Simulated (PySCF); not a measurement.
**Electronic absorption of C8H4FN**

Compound: C8H4FN.
Geometry (PBE0-D3(BJ)/def2-SVP, Å), atoms numbered from 1 in this order:
```xyz
14
C8H4FN angstrom
N     -1.4120    3.3922   -0.2710
C     -0.9951    2.3141   -0.1893
C     -0.4629    0.9934   -0.0811
C     -1.2992   -0.1517   -0.1197
F     -2.6024    0.0334   -0.2693
C     -0.8203   -1.4564   -0.0090
C      0.5518   -1.7267    0.1498
C      1.3403   -0.5958    0.1801
C      0.8706    0.6638    0.0734
C      2.3442    0.5079    0.2336
H     -1.5556   -2.2626   -0.0499
H      0.9158   -2.7529    0.2383
H      2.9975    0.6907   -0.6322
H      2.8108    0.7763    1.1926
```

Method used: TDDFT PBE0/def2-SVPD, vertical, gas phase, core orbitals frozen in the response (PySCF 2.14.0, density-fitted response routines).

```csv
state,E (eV),E (hartree),f,symmetry,"main configurations (H = HOMO, L = LUMO)"
S1,4.67,0.1716,0.081,A′,"H→L (88%), H-1→L+1 (10%)"
S2,5.57,0.2047,0.175,A′,"H-1→L (72%), H→L+1 (24%)"
S3,5.64,0.2074,0.0010,–,H-2→L (99%)
S4,6.20,0.2278,0.371,A′,"H→L+1 (68%), H-1→L (20%)"
S5,6.23,0.2290,0.0004,–,H-3→L (96%)
S6,6.66,0.2446,0.263,A′,"H-1→L+1 (81%), H→L (9%)"
```

The lowest singlet comes at 266 nm (450 kJ/mol) in the ultraviolet; it is of moderate strength; its leading configuration is HOMO→LUMO (88%). The most intense listed level is S4 at 6.20 eV (200 nm, f = 0.371), 1.53 eV above S1. Löwdin shares by element: HOMO carbon 63% or more (atoms not listed hold the other 37%); LUMO carbon 46% or more, nitrogen 12% (atoms not listed hold the other 42%). Of the 6 states listed, 4 reach f = 0.01 and 1 stays under 0.0005. Weighted by f, the mean energy of these states is 6.07 eV. The oscillator strengths of these states sum to 0.892; summed over the whole spectrum of an exact calculation they would give the number of electrons, 68 (Thomas–Reiche–Kuhn). No computed singlet lies in the visible range (380 to 750 nm); the lowest, at 266 nm, stands 1.41 eV above its violet end (3.26 eV). Symmetry labels in Cs follow from the direction of the transition dipole and are given only for states with f of 0.002 or more. Singlets were solved by full linear response.
